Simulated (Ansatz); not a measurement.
`N/C=[CH]\[InH2]` + H₂ → `C=[CH][InH2]` + NH₃ at 298.15 K and 1 bar (hydrogenolysis of a C–N bond).

Gas-phase electronic energies from Ansatz, PBE0-D4/def2-TZVP geometries. CCSD(T)/CBS is the MP2 limit (def2-TZVPP, def2-QZVPP) plus CCSD(T) − MP2 in def2-TZVPP, frozen cores. This one scheme is used for every species. def2 core potentials past Kr. For In outer-core shells are correlated without core-valence functions, which leaves a few kJ/mol of doubt a bond. Each species was taken in one conformer, which may not be the lowest.

```csv
species,CCSD(T)/CBS energy (Eh),H − E (kJ/mol),S (J/(mol·K))
`N/C=[CH]\[InH2]`,-324.17668,206.1,335.4
H₂,-1.17544,35.1,130.4
`C=[CH][InH2]`,-268.86241,155.7,310.3
NH₃,-56.50880,100.5,192.4
```

H − E and S are ideal-gas, rigid-rotor, harmonic terms from PBE0-D4/def2-TZVP, for one conformer and one mirror image of each species. For small species the MP2-based limit differs from directly extrapolated CCSD(T) by up to some mEh (0.8 for H₂); such offsets cancel only in part. 1 Eh = 2625.50 kJ/mol, R = 8.31446 J/(mol·K).

Problem. By hand: ΔE, ΔH, ΔS and ΔG.

Solution. ΔE = (-268.86241) + (-56.50880) − (-324.17668) − (-1.17544) = -0.01909 Eh = -50.1 kJ/mol. Δ(H − E) = 155.7 + 100.5 − 206.1 − 35.1 = 15.0, so ΔH = -35.1 kJ/mol. ΔS = 310.3 + 192.4 − 335.4 − 130.4 = 36.9 J/(mol·K). ΔG = -35.1 − 298.15 × (36.9)/1000 = -46.1 kJ/mol.

Problem. By hand: the equilibrium constant, and the temperature at which ΔG would vanish if ΔH and ΔS stayed fixed.

Solution. log₁₀ K = −ΔG/(RT ln 10) = 8.1. ΔH and −TΔS have one sign here, so there is no such temperature.

ΔH outweighs TΔS. A doubt of 5 kJ/mol in ΔE shifts log₁₀ K by 0.9 here. Other conformers and mirror images would add mixing entropy, several J/(mol·K) or more a flexible species. These are equilibria of isolated gas molecules and say nothing of rates. Largest T1 diagnostic: 0.014 (customary marks: 0.02 for closed shells, 0.045 for open ones).
